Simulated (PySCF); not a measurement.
Frontier orbitals and the lowest excitations

C₂H₁₁NSi₂.
Structure used (PBE0-D3(BJ)/def2-SVP), in Å, numbered top down from 1:
```xyz
16
C2H11NSi2 angstrom
C      2.676   -0.695    0.395
C      1.450    0.025   -0.159
Si    -0.116   -0.261    0.846
N     -1.483    0.608    0.197
Si    -3.003    0.002   -0.389
H      3.576   -0.495   -0.208
H      2.532   -1.787    0.411
H      2.899   -0.382    1.427
H      1.629    1.114   -0.207
H      1.242   -0.289   -1.197
H      0.162    0.147    2.264
H     -0.487   -1.709    0.835
H     -1.395    1.622    0.208
H     -2.897   -1.484   -0.464
H     -3.317    0.547   -1.748
H     -4.159    0.358    0.496
```

Method used: TDDFT CAM-B3LYP/def2-SVPD, vertical, gas phase, core orbitals frozen in the response (PySCF).

Frontier orbitals with the atoms that hold most of them (Löwdin shares over 4%, at most four atoms; ? is withheld):

```
orbital  ε (eV)                               atoms
 LUMO+2    1.60   Si5 50%, H15 12%, H16 12%, H14 9%
 LUMO+1    1.35      C1 23%, Si3 13%, C2 12%, H6 8%
   LUMO    0.91                                   ?
   HOMO   -8.61                                   ?
 HOMO-1  -10.05      C2 25%, Si3 18%, C1 10%, N4 9%
 HOMO-2  -10.53  Si3 25%, H11 18%, H12 12%, Si5 10%
 HOMO-3  -10.96    Si5 31%, H14 25%, H15 11%, N4 8%
```

Question: Give the leading atoms of the LUMO.

Answer: Si5 (bonded to N and 3 H) 25%; Si3 (bonded to C, N and 2 H) 17%; H13 (bonded to N) 15%; N4 (bonded to 2 Si and H) 9%. By element: silicon 43%, hydrogen 15% or more, nitrogen 9%.

Question: Which atoms hold the HOMO, and with what shares?

Answer: N4 (bonded to 2 Si and H) 46%; Si3 (bonded to C, N and 2 H) 11%; Si5 (bonded to N and 3 H) 10%; C2 (bonded to C, Si and 2 H) 9%. By element: nitrogen 46%, silicon 20%, carbon 9% or more.

Question: How does S1 compare with the orbital gap of 9.51 eV?

Answer: S1 is at 6.19 eV (f = 0.0061), 3.32 eV below the gap, made of HOMO→LUMO (93%). Without the coupling terms of the response equations the lowest excitation would equal the gap.

Question: Give energy, strength and leading configuration of S1 and S2, and follow the Löwdin shares of the leading atoms from the occupied to the empty orbital.

Answer: 
- S1 (6.19 eV, f 0.0061), HOMO→LUMO (93%): N4 46% → 9%, Si3 11% → 17%, Si5 10% → 25%
- S2 (7.23 eV, f 0.010), HOMO→LUMO+1 (75%): N4 46% → at most 9%, Si3 11% → 13%, C1 at most 10% → 23%

Löwdin shares depend on the basis, the more so with diffuse functions.

One conformer stands for the species.

Without π bonds the low states are Rydberg-like; a valence basis with one diffuse set may place them up to an eV too high.
